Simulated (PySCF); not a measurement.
SeFI, SMILES I[Se]F. Geometry optimised at B3LYP-D3(BJ)/def2-TZVP. The def2 effective core potentials stand for the cores of I; spin–orbit coupling is left out.

Computed equilibrium geometry at B3LYP-D3(BJ)/def2-TZVP (PySCF confirms it by a frequency run) as bond lengths and angles, and its point group:
point group Cs.
Atoms: Se1 F2 I3. Bonded distances (Å): Se1–F2 1.771, Se1–I3 2.514. Angles (°): F2–Se1–I3 100.1.
Charge 0, spin multiplicity 1.
